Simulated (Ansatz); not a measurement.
Geometry optimisation, Ansatz 0.2.0, RKS B3LYP/6-31G.

The input (input.yaml):

```yaml
crystal:
  periodic: [false, false, false]
  atoms:
    - { symbol: Si, position_ang: [0.0, 0.0, 0.0] }
    - { symbol: O, position_ang: [0.0, 0.0, 1.68] }
    - { symbol: C, position_ang: [-1.1112, -0.3437, 2.4945] }
    - { symbol: H, position_ang: [-1.814, -0.9775, 1.9143] }
    - { symbol: H, position_ang: [-0.7584, -0.9037, 3.3856] }
    - { symbol: H, position_ang: [-1.6313, 0.5809, 2.8212] }
    - { symbol: C, position_ang: [1.7634, 0.0, -0.6227] }
    - { symbol: H, position_ang: [2.1111, -1.0463, -0.7509] }
    - { symbol: H, position_ang: [1.8119, 0.5276, -1.5981] }
    - { symbol: H, position_ang: [2.4154, 0.5187, 0.1108] }
    - { symbol: C, position_ang: [-0.8808, 1.5259, -0.6227] }
    - { symbol: H, position_ang: [-1.9334, 1.2723, -0.8671] }
    - { symbol: H, position_ang: [-0.8624, 2.3106, 0.1622] }
    - { symbol: H, position_ang: [-0.3704, 1.9025, -1.5336] }
    - { symbol: C, position_ang: [-0.8808, -1.5259, -0.6227] }
    - { symbol: H, position_ang: [-1.3804, -2.0377, 0.2261] }
    - { symbol: H, position_ang: [-1.6409, -1.2332, -1.3768] }
    - { symbol: H, position_ang: [-0.1449, -2.2146, -1.0879] }
basis:
  gaussian: { orbitals: "6-31G" }
hamiltonian:
  xc: b3lyp
relax:
  f_tol: 0.02
  max_steps: 40
```

Run as:

```bash
$ ansatz run input.yaml --threads 1 --pin off --max-ram 2048MiB --backend cpu --events-out ev --progress --plain --runs-dir out
```

Where does it end, and by what steps?

The forces met the threshold. The force dipped under the threshold on the way, but the program's further checks kept it going. Limits of this set-up: no polarisation functions. After 13 steps the energy has fallen by 0.416 eV; H16 moved furthest, 1.03 Å.

```json
{"step": "0", "energy less start (eV)": "0.0000", "largest force component (eV/Å)": "1.408", "accepted": "yes"}
{"step": "1", "energy less start (eV)": "-0.2602", "largest force component (eV/Å)": "0.927", "accepted": "yes"}
{"step": "2", "energy less start (eV)": "-0.3153", "largest force component (eV/Å)": "0.257", "accepted": "yes"}
{"step": "3", "energy less start (eV)": "-0.3469", "largest force component (eV/Å)": "0.372", "accepted": "yes"}
{"step": "4", "energy less start (eV)": "-0.3558", "largest force component (eV/Å)": "0.402", "accepted": "yes"}
{"step": "5", "energy less start (eV)": "-0.3981", "largest force component (eV/Å)": "0.251", "accepted": "yes"}
{"step": "6", "energy less start (eV)": "-0.4112", "largest force component (eV/Å)": "0.135", "accepted": "yes"}
{"step": "7", "energy less start (eV)": "-0.3984", "largest force component (eV/Å)": "0.584", "accepted": "no"}
{"step": "8", "energy less start (eV)": "-0.4109", "largest force component (eV/Å)": "0.266", "accepted": "no"}
{"step": "9", "energy less start (eV)": "-0.4136", "largest force component (eV/Å)": "0.015", "accepted": "yes"}
{"step": "10", "energy less start (eV)": "-0.4151", "largest force component (eV/Å)": "0.086", "accepted": "yes"}
{"step": "11", "energy less start (eV)": "-0.4157", "largest force component (eV/Å)": "0.034", "accepted": "yes"}
{"step": "12", "energy less start (eV)": "-0.4160", "largest force component (eV/Å)": "0.014", "accepted": "yes"}
{"step": "13", "energy less start (eV)": "-0.4161", "largest force component (eV/Å)": "0.007", "accepted": "yes"}
```

```xyz
18
Properties=species:S:1:pos:R:3
Si -0.021 -0.057 -0.064
O 0.062 -0.281 1.666
C -1.065 -0.393 2.562
H -1.700 -1.257 2.316
H -0.667 -0.530 3.571
H -1.687 0.514 2.551
C 1.799 0.032 -0.599
H 2.324 -0.885 -0.316
H 1.885 0.161 -1.684
H 2.299 0.874 -0.109
C -0.950 1.564 -0.473
H -1.986 1.540 -0.118
H -0.450 2.422 -0.010
H -0.970 1.726 -1.558
C -0.911 -1.542 -0.878
H -1.949 -1.631 -0.535
H -0.927 -1.424 -1.968
H -0.393 -2.478 -0.643
```

Whether the end is a true minimum wasn't checked by a vibrational analysis.

Run time: 3.9 min on 1 thread of Intel(R) Xeon(R) Processor @ 2.50GHz (Skylake/Cascade Lake), with other jobs on the host, peak memory 0.22 GiB.
